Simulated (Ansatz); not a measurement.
Program: Ansatz. Geometries: PBE0-D4/def2-TZVP. ΔE: electronic, gas phase. CBS: MP2 limit from def2 TZ/QZ plus the TZ coupled-cluster correction, frozen cores. This one scheme is used for every species. Functionals use def2-TZVPP. HSE06 is defined as in plane-wave codes. Each species was taken in one conformer, which may not be the lowest.

Reaction (ligand exchange at the Si–O bond): `C[Si](N)(O)F` + HCl → `C[Si](N)(F)Cl` + H₂O

```csv
level,ΔE (eV)
HSE06-D4,0.00
ωB97X-V,0.06
B2PLYP,0.10
BLYP,0.10
```

**Question.** What does CCSD(T)/CBS give? (Estimate.)

**Answer.** Ansatz gave: +0.04 eV. The listed levels differ from it by -0.04, 0.02, 0.06, 0.06 eV.

Largest T1 diagnostic among the species: 0.010.

In def2-TZVPP, CCSD(T) changes the Hartree–Fock value by −0.05 eV (the triples alone add −0.02 eV) and MP2 by −0.11 eV. At CCSD(T), def2-SVP lies +0.05 eV from the extrapolated value and def2-TZVPP +0.06 eV. The D4 term adds −0.04 eV with B3LYP and −0.02 eV with PBE0; it sums over pairs of atoms, weighted by their polarisabilities, and B3LYP, whose exchange is more repulsive, gets the larger term.

B3LYP here is the variant with VWN-RPA as its local correlation; programs differ in this.
